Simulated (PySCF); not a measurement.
A structure optimised at PBE0-D3(BJ)/def2-TZVPD, used in a PySCF frequency run:

```
Cu
Cl 1 2.0767
```

Problem. Write its SMILES, formula and point group.

Solution. [Cl][Cu], ClCu, C∞v

Problem. What are its rotational constants (standard atomic weights)?

Solution. 5.1496 GHz (linear rotor, B only)
